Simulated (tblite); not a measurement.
Compound: C4H9B2O (doublet state).
Numbering: `[BH2:1][BH:2][O:3][CH:4][C:5](=[CH2:6])[CH3:7]` (hydrogens: H8, H9 on B1; H10 on B2; H11 on C4; H12, H13 on C6; H14, H15, H16 on C7)
Bond orders are those of one Lewis drawing.

Computed with GFN2-xTB (tblite), gas phase: L-BFGS steps from a force-field or distance-geometry start until the largest atomic force falls under 0.01 eV/Å.

Step 10: E = -533.6463 eV
```
atom  x, y, z in Å  |  force x, y, z in eV/Å
B1      3.2522    0.0941    0.5346   -0.011  -0.102   0.014
B2      2.1936   -0.8367   -0.3818    0.475   0.003   0.241
O3      0.8550   -0.8975   -0.2606   -0.172   0.182  -0.167
C4      0.0531    0.1138    0.0802   -0.025   0.121  -0.069
C5     -1.3256   -0.0248    0.2571   -0.231   0.007   0.310
C6     -1.9449   -1.2160    0.5123   -0.026  -0.066  -0.132
C7     -2.1279    1.2544    0.1722    0.020  -0.092  -0.010
H8      3.7810   -0.4742    1.4344   -0.097   0.263  -0.210
H9      3.5476    1.2331    0.3973   -0.090  -0.316  -0.010
H10     2.6075   -1.6508   -1.1393    0.008  -0.083   0.105
H11     0.4857    1.1120    0.0213   -0.044  -0.102   0.065
H12    -3.0191   -1.3126    0.5524    0.149   0.148   0.072
H13    -1.3853   -2.1249    0.6555    0.058   0.086  -0.102
H14    -3.1180    1.0322   -0.2185    0.014   0.078   0.026
H15    -1.6198    1.9430   -0.4929   -0.083   0.136  -0.140
H16    -2.2427    1.7639    1.1319    0.055  -0.263   0.008
```

Step 11: E = -533.6681 eV
```
atom  x, y, z in Å  |  force x, y, z in eV/Å
B1      3.2568    0.0882    0.5386    0.054  -0.081   0.010
B2      2.2080   -0.8413   -0.3856    0.186  -0.035   0.257
O3      0.8617   -0.8779   -0.2831   -0.088   0.004  -0.151
C4      0.0482    0.1161    0.0714    0.063   0.142  -0.085
C5     -1.3334   -0.0240    0.2470   -0.042  -0.055   0.228
C6     -1.9464   -1.2163    0.4992   -0.013  -0.054  -0.048
C7     -2.1329    1.2527    0.1679    0.009   0.010  -0.011
H8      3.7949   -0.4530    1.4475   -0.120   0.187  -0.199
H9      3.5470    1.2259    0.3953   -0.104  -0.252  -0.034
H10     2.6002   -1.6781   -1.1323    0.042  -0.010   0.123
H11     0.4894    1.1087    0.0404   -0.088   0.048   0.054
H12    -3.0146   -1.3165    0.5730    0.000   0.167   0.021
H13    -1.3890   -2.1219    0.6502    0.149   0.010  -0.118
H14    -3.1269    1.0419   -0.2146   -0.022   0.027  -0.004
H15    -1.6325    1.9542   -0.4900   -0.052   0.087  -0.156
H16    -2.2382    1.7503    1.1313    0.027  -0.192   0.113
```

Step 12: E = -533.6807 eV
```
atom  x, y, z in Å  |  force x, y, z in eV/Å
B1      3.2603    0.0830    0.5394    0.039  -0.061  -0.013
B2      2.2191   -0.8460   -0.3809   -0.093  -0.065   0.172
O3      0.8654   -0.8655   -0.2981    0.008  -0.082  -0.120
C4      0.0449    0.1191    0.0627    0.090   0.095  -0.055
C5     -1.3382   -0.0239    0.2465    0.114  -0.058   0.077
C6     -1.9474   -1.2178    0.4911    0.023  -0.016   0.007
C7     -2.1350    1.2522    0.1654   -0.003   0.062   0.000
H8      3.7997   -0.4377    1.4508   -0.061   0.082  -0.088
H9      3.5446    1.2171    0.3938   -0.093  -0.135  -0.070
H10     2.5968   -1.6924   -1.1260    0.069   0.021   0.145
H11     0.4896    1.1078    0.0528   -0.097   0.152   0.041
H12    -3.0116   -1.3152    0.5845   -0.097   0.146   0.003
H13    -1.3882   -2.1201    0.6448    0.176  -0.038  -0.123
H14    -3.1314    1.0479   -0.2121   -0.044  -0.008  -0.021
H15    -1.6409    1.9619   -0.4913   -0.042   0.022  -0.114
H16    -2.2354    1.7388    1.1327    0.011  -0.117   0.158
```

Step 13: E = -533.6887 eV
```
atom  x, y, z in Å  |  force x, y, z in eV/Å
B1      3.2630    0.0784    0.5388   -0.013  -0.043  -0.037
B2      2.2249   -0.8506   -0.3739   -0.243  -0.084   0.072
O3      0.8673   -0.8593   -0.3087    0.047  -0.082  -0.076
C4      0.0442    0.1221    0.0553    0.070   0.040  -0.016
C5     -1.3391   -0.0244    0.2481    0.166  -0.020  -0.049
C6     -1.9475   -1.2194    0.4868    0.041   0.017   0.038
C7     -2.1360    1.2527    0.1641   -0.004   0.055   0.020
H8      3.8009   -0.4271    1.4508    0.014  -0.009   0.032
H9      3.5413    1.2094    0.3917   -0.073  -0.030  -0.104
H10     2.5960   -1.6998   -1.1195    0.089   0.022   0.156
H11     0.4878    1.1102    0.0612   -0.085   0.179   0.023
H12    -3.0113   -1.3115    0.5911   -0.086   0.118  -0.007
H13    -1.3844   -2.1196    0.6392    0.148  -0.042  -0.124
H14    -3.1344    1.0513   -0.2108   -0.031  -0.026  -0.015
H15    -1.6466    1.9668   -0.4944   -0.044  -0.031  -0.051
H16    -2.2337    1.7297    1.1363    0.007  -0.066   0.140
```

Question: Estimate the geometry and energy of step 14. (The exact step hangs on the optimiser's Hessian estimate; all steps are aligned on step 13, rigid shifts and turns removed.)

Answer: E = -533.6962 eV, largest force 0.289 eV/Å
```
atom  x, y, z in Å  |  force x, y, z in eV/Å
B1      3.2648    0.0733    0.5378   -0.065  -0.028  -0.039
B2      2.2266   -0.8560   -0.3666   -0.275  -0.089  -0.009
O3      0.8684   -0.8552   -0.3196    0.028  -0.037  -0.022
C4      0.0456    0.1257    0.0487    0.017  -0.006   0.010
C5     -1.3375   -0.0249    0.2484    0.135   0.026  -0.140
C6     -1.9468   -1.2206    0.4835    0.055   0.045   0.053
C7     -2.1371    1.2537    0.1636    0.000   0.016   0.044
H8      3.8025   -0.4177    1.4516    0.071  -0.079   0.118
H9      3.5368    1.2018    0.3875   -0.052   0.057  -0.135
H10     2.5972   -1.7063   -1.1104    0.100   0.005   0.149
H11     0.4845    1.1159    0.0690   -0.057   0.154   0.000
H12    -3.0123   -1.3056    0.5969   -0.004   0.085  -0.019
H13    -1.3782   -2.1198    0.6315    0.081  -0.013  -0.123
H14    -3.1377    1.0538   -0.2099    0.009  -0.039   0.008
H15    -1.6526    1.9709   -0.4983   -0.049  -0.072   0.024
H16    -2.2319    1.7200    1.1423    0.005  -0.026   0.080
```

The energy changes by -0.0074 eV. The first-order estimate −F·Δx gives -0.0102 eV and the mean of the old and new forces, exact on a quadratic surface, -0.0075 eV. The step makes an angle of 57° with the force vector and moves no atom by more than 0.012 Å.

The cost below is that of the whole relaxation. On Arm Neoverse V1, one thread, shared host with 32 logical CPUs at a one-minute load of 36, this took 0.68 s of wall time.
